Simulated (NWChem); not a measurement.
The numbers come from NWChem runs, not from measurements. System: H₄Al (-1), charge -1, spin multiplicity 1, at a geometry optimised with B3LYP/def2-SVP. The structure started from a generated list of species. Level: RHF/aug-cc-pVTZ.

Output (cleaned and shortened):

```
             Northwest Computational Chemistry Package (NWChem) 7.3.0
             --------------------------------------------------------

                                NWChem Input Module
                                -------------------

 Scaling coordinates for geometry "geometry" by  1.889725989
 (inverse scale =  0.529177249)

 Turning off AUTOSYM since
 SYMMETRY directive was detected!

                             Geometry "geometry" -> ""
                             -------------------------

 Output coordinates in angstroms (scale by  1.889725989 to convert to a.u.)

  No.       Tag          Charge          X              Y              Z
 ---- ---------------- ---------- -------------- -------------- --------------
    1 Al                  13.0000     0.00000000     0.00000000     0.00000100
    2 H                    1.0000     0.00000000    -1.34424200    -0.95053600
    3 H                    1.0000     0.00000000     1.34424200    -0.95053600
    4 H                    1.0000     1.34425100     0.00000000     0.95052900
    5 H                    1.0000    -1.34425100     0.00000000     0.95052900

 Effective nuclear repulsion energy (a.u.)      17.8949239701

            Nuclear Dipole moment (a.u.)
            ----------------------------
        X                 Y               Z
 ---------------- ---------------- ----------------
     0.0000000000     0.0000000000    -0.0000018897

      Symmetry information
      --------------------

 Group name             C2v
 Group number             16
 Group order               4
 No. of unique centers     3

      Symmetry unique atoms

     1    2    4


 Summary of "ao basis" -> "" (spherical)
 ------------------------------------------------------------------------------
       Tag                 Description            Shells   Functions and Types
 ---------------- ------------------------------  ------  ---------------------
 *                        aug-cc-pvtz                 on all atoms

 Summary of "ao basis" -> "ao basis" (spherical)
 ------------------------------------------------------------------------------
       Tag                 Description            Shells   Functions and Types
 ---------------- ------------------------------  ------  ---------------------
 Al                       aug-cc-pvtz               16       50   6s5p3d2f
 H                        aug-cc-pvtz                9       23   4s3p2d

                                 NWChem SCF Module
                                 -----------------

  ao basis        = "ao basis"
  functions       =   142
  atoms           =     5
  closed shells   =     9
  open shells     =     0
  charge          =  -1.00
  wavefunction    = RHF
  use symmetry    = T
  symmetry adapt  = T

 Summary of "ao basis" -> "ao basis" (spherical)
 ------------------------------------------------------------------------------
       Tag                 Description            Shells   Functions and Types
 ---------------- ------------------------------  ------  ---------------------
 Al                       aug-cc-pvtz               16       50   6s5p3d2f
 H                        aug-cc-pvtz                9       23   4s3p2d

      Symmetry analysis of basis
      --------------------------

        a1         53
        a2         19
        b1         35
        b2         35

 Forming initial guess at       0.0s

      Superposition of Atomic Density Guess
      -------------------------------------

 Sum of atomic energies:        -243.87887473

 Renormalizing density from      17.00 to     18

      Non-variational initial energy
      ------------------------------

 Total energy =    -252.245689
 1-e energy   =    -395.970090
 2-e energy   =     125.829477
 HOMO         =      -0.051718
 LUMO         =       0.117102

      Symmetry analysis of molecular orbitals - initial
      -------------------------------------------------

  Numbering of irreducible representations:

     1 a1          2 a2          3 b1          4 b2

  Orbital symmetries:

     1 a1          2 a1          3 a1          4 b1          5 b2
     6 a1          7 a1          8 b1          9 b2         10 a1
    11 b1         12 b2         13 a1         14 b2         15 b1
    16 a1         17 a1         18 a1         19 a2

 Starting SCF solution at       1.4s

 ----------------------------------------------
         Quadratically convergent ROHF

 Convergence threshold     :          1.000E-07
 Maximum no. of iterations :          100
 Final Fock-matrix accuracy:          1.000E-09
 ----------------------------------------------

              iter       energy          gnorm     gmax       time
             ----- ------------------- --------- --------- --------
                 1     -244.0695287942  2.54D+00  8.11D-01      1.5
                 2     -244.2248637401  4.29D-01  1.30D-01      1.6
                 3     -244.2474773618  1.83D-01  6.65D-02      1.7
                 4     -244.2486792066  2.47D-03  4.21D-04      1.9
                 5     -244.2486799479  1.64D-06  5.26D-07      2.3
                 6     -244.2486799478  7.38D-09  1.87D-09      2.7

       Final RHF  results
       ------------------

         Total SCF energy =   -244.248679947846
      One-electron energy =   -378.949918819930
      Two-electron energy =    116.806314901938
 Nuclear repulsion energy =     17.894923970145

        Time for solution =      1.3s

       Symmetry analysis of molecular orbitals - final
       -----------------------------------------------

  Numbering of irreducible representations:

     1 a1          2 a2          3 b1          4 b2

  Orbital symmetries:

     1 a1          2 a1          3 b2          4 b1          5 a1
     6 a1          7 a1          8 b1          9 b2         10 a1
    11 b1         12 b2         13 a1         14 b2         15 b1
    16 a1         17 a1         18 a1         19 a2

             Final eigenvalues
             -----------------

              1
    1  -58.2228
    2   -4.6373
    3   -2.9519
    4   -2.9519
    5   -2.9519
    6   -0.3580
    7   -0.1983
    8   -0.1983
    9   -0.1983
   10    0.1167
   11    0.1167
   12    0.1167
   13    0.1594
   14    0.2009
   15    0.2009
   16    0.2009
   17    0.2130
   18    0.2359
   19    0.2359

                       ROHF Final Molecular Orbital Analysis
                       -------------------------------------

 Vector    7  Occ=2.000000D+00  E=-1.982551D-01  Symmetry=a1
              MO Center=  4.2D-11,  3.2D-11, -1.1D-06, r^2= 3.5D+00
   Bfn.  Coefficient  Atom+Function         Bfn.  Coefficient  Atom+Function
  ----- ------------  ---------------      ----- ------------  ---------------
    12      0.273573  1 Al pz                18      0.150091  1 Al pz

 Vector    8  Occ=2.000000D+00  E=-1.982547D-01  Symmetry=b1
              MO Center= -5.6D-11, -4.2D-14,  7.9D-01, r^2= 2.8D+00
   Bfn.  Coefficient  Atom+Function         Bfn.  Coefficient  Atom+Function
  ----- ------------  ---------------      ----- ------------  ---------------
    10      0.273572  1 Al px                98      0.211463  4 H  s
   121     -0.211463  5 H  s                 16      0.150091  1 Al px

 Vector    9  Occ=2.000000D+00  E=-1.982538D-01  Symmetry=b2
              MO Center=  4.0D-14, -3.6D-11, -7.9D-01, r^2= 2.8D+00
   Bfn.  Coefficient  Atom+Function         Bfn.  Coefficient  Atom+Function
  ----- ------------  ---------------      ----- ------------  ---------------
    11      0.273573  1 Al py                52     -0.211462  2 H  s
    75      0.211462  3 H  s                 17      0.150092  1 Al py

 Vector   10  Occ=0.000000D+00  E= 1.166912D-01  Symmetry=a1
              MO Center= -1.9D-14, -3.4D-14,  2.1D-05, r^2= 4.5D+01
   Bfn.  Coefficient  Atom+Function         Bfn.  Coefficient  Atom+Function
  ----- ------------  ---------------      ----- ------------  ---------------
    21      3.107622  1 Al pz                54      3.021063  2 H  s
    77      3.021063  3 H  s                100     -3.020991  4 H  s
   123     -3.020991  5 H  s                 18      1.398932  1 Al pz
    36      0.922213  1 Al d  2              53      0.759383  2 H  s
    76      0.759383  3 H  s                 99     -0.759391  4 H  s

 Vector   11  Occ=0.000000D+00  E= 1.166912D-01  Symmetry=b1
              MO Center=  8.3D-14, -1.3D-15, -1.2D+00, r^2= 4.3D+01
   Bfn.  Coefficient  Atom+Function         Bfn.  Coefficient  Atom+Function
  ----- ------------  ---------------      ----- ------------  ---------------
   100      4.272378  4 H  s                123     -4.272378  5 H  s
    19     -3.107616  1 Al px                16     -1.398926  1 Al px
    99      1.073933  4 H  s                122     -1.073933  5 H  s
    35      0.922220  1 Al d  1              25      0.439304  1 Al d  1
   107     -0.193754  4 H  px               130     -0.193754  5 H  px

 Vector   12  Occ=0.000000D+00  E= 1.166913D-01  Symmetry=b2
              MO Center=  3.9D-18, -2.5D-14,  1.2D+00, r^2= 4.3D+01
   Bfn.  Coefficient  Atom+Function         Bfn.  Coefficient  Atom+Function
  ----- ------------  ---------------      ----- ------------  ---------------
    54      4.272389  2 H  s                 77     -4.272389  3 H  s
    20      3.107607  1 Al py                17      1.398920  1 Al py
    53      1.073933  2 H  s                 76     -1.073933  3 H  s
    33     -0.922224  1 Al d -1              23     -0.439304  1 Al d -1
    62      0.193748  2 H  py                85      0.193748  3 H  py

 center of mass
 --------------
 x =   0.00000000 y =   0.00000000 z =   0.00000078

 moments of inertia (a.u.)
 ------------------
          26.013705485292           0.000000000000           0.000000000000
           0.000000000000          26.013879651627           0.000000000000
           0.000000000000           0.000000000000          26.013609635458

  Mulliken analysis of the total density
  --------------------------------------

    Atom       Charge   Shell Charges
 -----------   ------   -------------------------------------------------------
    1 Al  13    13.35   2.00  1.94  0.66  0.11  0.13  0.07  5.23  1.22  0.78  0.66  0.02  0.30  0.15  0.04  0.04  0.02
    2 H    1     1.16   0.23  0.54  0.37 -0.01  0.00  0.01  0.02  0.00  0.00
    3 H    1     1.16   0.23  0.54  0.37 -0.01  0.00  0.01  0.02  0.00  0.00
    4 H    1     1.16   0.23  0.54  0.37 -0.01  0.00  0.01  0.02  0.00  0.00
    5 H    1     1.16   0.23  0.54  0.37 -0.01  0.00  0.01  0.02  0.00  0.00

       Multipole analysis of the density wrt the origin
       ------------------------------------------------

     L   x y z        total         open         nuclear
     -   - - -        -----         ----         -------
     0   0 0 0     -1.000000      0.000000     17.000000

     1   1 0 0      0.000000      0.000000      0.000000
     1   0 1 0      0.000000      0.000000      0.000000
     1   0 0 1      0.000011      0.000000     -0.000002

     2   2 0 0    -19.469297      0.000000     12.905903
     2   1 1 0     -0.000000      0.000000      0.000000
     2   1 0 1      0.000000      0.000000      0.000000
     2   0 2 0    -19.469258      0.000000     12.905730
     2   0 1 1      0.000000      0.000000      0.000000
     2   0 0 2    -19.469332      0.000000     12.905998

 Task  times  cpu:        2.7s     wall:        2.7s

 Total times  cpu:        2.7s     wall:        2.7s
```

**Question.** Write an NWChem input that would produce this output.

**Answer.** This is not unique; one that fits is 
```
start mol
memory heap 200 mb stack 900 mb global 1100 mb
charge -1
geometry units angstroms nocenter noautoz
  Al     0.000000     0.000000     0.000001
  H      0.000000    -1.344242    -0.950536
  H      0.000000     1.344242    -0.950536
  H      1.344251     0.000000     0.950529
  H     -1.344251     0.000000     0.950529
  symmetry group C2v
end
basis spherical
  * library aug-cc-pvtz
end
scf
  rhf
  nopen 0
  maxiter 100
  thresh 1e-7
  semidirect memsize 60000000 filesize 0
end
task scf energy
```
